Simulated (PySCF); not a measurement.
AlH4N, SMILES [AlH2][NH2].

Coordinates come from a B3LYP-D3(BJ)/def2-TZVP optimisation.

The numbers are results of PySCF with PBE/def2-TZVPD, not measurements.

Computed frontier levels, gap, dipole moment and polarisability:
```json
{
  "highest_occupied_level": "-6.27 eV",
  "lowest_empty_level": "-1.46 eV",
  "orbital_gap": "4.81 eV",
  "dipole_moment": "1.21 D",
  "quadrupole, principal values (traceless, Buckingham form, about the centre of nuclear charge)": "-2.18, 1.07, 1.10 D·Å",
  "mean_static_polarisability": "42.4 bohr³ (6.29 Å³)",
  "polarisability_principal_values": "37.9, 41.9, 47.5 bohr³"
}
```
